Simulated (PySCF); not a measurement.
Small edits and their spectra

Starting compound: `O=C1C=C(F)C1`, C4H3FO.

1H NMR (500 MHz, computed): δ 5.08 (m, 1H), 3.36 (m, 2H). 13C{1H} NMR (computed): δ 194.9 (C), 181.4 (C), 122.0 (CH), 51.7 (CH2).

No solvent, a single conformation, rapidly exchanging positions averaged, non-relativistic. PBE0/pcSseg-1 with gauge-including orbitals; GFN2-xTB structure; PySCF 2.14.0 with density-fitted response routines.

δ = σ(ref) − σ, references computed at the same level: 1H (31.72 ppm), 13C (186.93 ppm) vs TMS. Splittings of carbon signals by F and P are missing where no couplings were computed. Where no couplings were computed, multiplicities follow the n + 1 count of equivalent neighbours, and m marks all less simple cases (inequivalent or close neighbours, rings, F or P nearby). Shifts are as computed. Against solution values, carbons near 30 ppm lie about +3 ppm off and those near 130 ppm about +5 ppm (rms about the fit 2.1 ppm; single classes can miss by 10 ppm). Of 1328 compounds with measured shifts, 309 miss one by over three times the rms of a fit or turn the order of signals round; such compounds aren't used in these exercises. Signals without a measured value on file couldn't be tested in this way; 1H shifts scatter by 0.2 ppm about their fit, and single ones miss by 0.5 ppm.

Question: What are the spectra after this edit: SiH2 inserted into a C-C bond, giving `O=C1C=C(F)[SiH2]C1`?

Answer: 1H NMR (500 MHz, computed): δ 6.54 (m, 1H), 4.67 (m, 2H), 2.02 (m, 2H). 13C{1H} NMR (computed): δ 206.9 (C), 201.4 (C), 138.7 (CH), 22.8 (CH2).

Question: What are the spectra after this edit: SiH2 inserted into a C-F bond, giving `O=C1C=C([SiH2]F)C1`?

Answer: 1H NMR (500 MHz, computed): δ 6.62 (m, 1H), 5.64 (m, 2H), 3.68 (s, 2H). 13C{1H} NMR (computed): δ 189.2 (C), 186.2 (C), 158.0 (CH), 57.5 (CH2).
